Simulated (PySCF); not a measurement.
Computed IR spectrum (relative IR intensity) of a molecule C6H8N2. The structure is a stationary point at PBE-D3(BJ)/def2-SVP. One conformer was computed; it need not be the lowest. These are PBE-D3(BJ)/def2-SVP (PySCF) values and carry that method's errors. Harmonic, unscaled wavenumbers; measured fundamentals usually lie a few per cent lower.

```json
[
 {"ν (cm⁻¹)": "266", "relative intensity": "6.7"},
 {"ν (cm⁻¹)": "498", "relative intensity": "34"},
 {"ν (cm⁻¹)": "563", "relative intensity": "100"},
 {"ν (cm⁻¹)": "807", "relative intensity": "11"},
 {"ν (cm⁻¹)": "1115", "relative intensity": "2.4"},
 {"ν (cm⁻¹)": "1268", "relative intensity": "15"},
 {"ν (cm⁻¹)": "1385", "relative intensity": "5.6"},
 {"ν (cm⁻¹)": "1521", "relative intensity": "32"},
 {"ν (cm⁻¹)": "1579", "relative intensity": "37"},
 {"ν (cm⁻¹)": "3092", "relative intensity": "6.7"},
 {"ν (cm⁻¹)": "3107", "relative intensity": "6.1"},
 {"ν (cm⁻¹)": "3475", "relative intensity": "4.0"},
 {"ν (cm⁻¹)": "3577", "relative intensity": "4.1"}
]
```

Task: Which molecule gave these data?
(A) Cc1nccnc1C
(B) Nc1ccc(N)cc1
(C) Cc1cnc(C)cn1
(D) Cc1ccnc(C)n1

Result: B, Nc1ccc(N)cc1
